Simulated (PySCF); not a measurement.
C6H11N.
SMILES: `C1C[C@H]2CNC[C@@H]12`

The closed-shell ground state was solved at several levels (PySCF, density fitting, gas phase, non-relativistic). The structure is a single PBE0-D3(BJ)/def2-SVP conformer in the gas phase; no vibrational or solvent corrections.

```
            level  basis functions  HOMO (eV)  LUMO (eV)  gap (eV)  dipole (D)
    PBE0/pcSseg-1              174      -6.34       1.30      7.64        1.00
wB97X-D/def2-SVPD              228      -8.31       2.42     10.73        1.00
      B3LYP/pcJ-1              299      -6.08       1.03      7.11        0.99
```

Estimate the row for KT3/pcSseg-1, a basis of 174 functions; the other rows only guide the guess.

HOMO -5.08 eV, LUMO 0.31 eV, gap 5.39 eV, dipole 0.89 D.

Over all these levels, which gives the widest orbital gap and which the narrowest?

wB97X-D/def2-SVPD (range-separated hybrid) has the widest, 10.73 eV, and KT3/pcSseg-1 (GGA) the narrowest, 5.39 eV. Functional and basis both differ between the two, so the spread mixes both effects.

How far do the dipole and the HOMO energy spread over the levels?

The dipole runs from 0.89 to 1.00 D (mean 0.97 D) and the HOMO from -8.31 to -5.08 eV.
